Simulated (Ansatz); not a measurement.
Gas-phase electronic energies from Ansatz, PBE0-D4/def2-TZVP geometries. CCSD(T)/CBS is the MP2 limit (def2-TZVPP, def2-QZVPP) plus CCSD(T) − MP2 in def2-TZVPP, frozen cores. This one scheme is used for every species. Functionals use def2-TZVPP. B3LYP here is the variant with VWN-RPA as its local correlation; programs differ in this. For Ga outer-core shells are correlated without core-valence functions, which leaves a few kJ/mol of doubt a bond. Scalar relativity is left out up to krypton. One conformer a species, not always the lowest.

`C=C[CH2][Ga]([F])[F]` + H₂ → `[CH3][Ga]([F])[F]` + `C=C`  (hydrogenolysis of a C–C bond)

`C=C[CH2][Ga]([F])[F]`:

Z-matrix (Å, degrees):
```
C
C 1 1.494
Ga 1 1.949 2 117.0
H 1 1.097 2 111.0 3 -122.1
H 1 1.097 2 111.0 3 122.1
C 2 1.325 1 126.9 3 0.1
H 2 1.089 1 114.7 3 -179.9
F 3 1.749 1 128.2 2 -0.1
F 3 1.748 1 121.7 2 179.8
H 6 1.087 2 122.4 1 -0.0
H 6 1.084 2 120.7 1 180.0
```

H₂:

Cartesian coordinates in Å:
```
H -0.358 -0.105 -0.013
H 0.358 0.105 0.013
```

`[CH3][Ga]([F])[F]`:

Z-matrix (Å, degrees):
```
C
Ga 1 1.935
H 1 1.089 2 110.1
H 1 1.090 2 110.0 3 121.5
H 1 1.091 2 109.2 3 -119.4
F 2 1.747 1 124.7 3 -154.6
F 2 1.747 1 124.8 3 25.8
```

`C=C`:

Cartesian coordinates in Å:
```
C 0.547 0.074 -0.364
C -0.547 -0.074 0.364
H 1.336 0.760 -0.075
H 0.702 -0.486 -1.280
H -1.336 -0.760 0.075
H -0.702 0.486 1.280
```

CCSD(T)/CBS gives -14.0 kcal/mol.

(1) Another level gave -14.2 kcal/mol. Which?
A. HF/def2-TZVPP
B. BLYP-D4/def2-TZVPP
C. BHLYP/def2-TZVPP
D. B3LYP-D4/def2-TZVPP

Largest T1 diagnostic among the species: 0.014.

## Answers

(1) D. B3LYP-D4 -14.2, HF/def2-TZVPP -20.6, BHLYP -17.9, BLYP-D4 -13.1 kcal/mol.

From BLYP to BHLYP (50 % exact exchange), in def2-TZVPP and without D4, ΔE moves by −0.8 kcal/mol. In def2-TZVPP, CCSD(T) changes the Hartree–Fock value by +6.2 kcal/mol (the triples alone add +1.3 kcal/mol) and MP2 by +7.4 kcal/mol. Leaving LDA and LC-ωPBE aside and taking each functional with its dispersion term where it has one, the values, not all of them listed here, spread over 4.4 kcal/mol, from B2PLYP to revPBE-D4. LDA lies +3.5 kcal/mol from PBE without D4.

CCSD(T)/CBS has its own doubt, a few kJ/mol and more with outer-core shells, so smaller differences from it don't rank the levels.
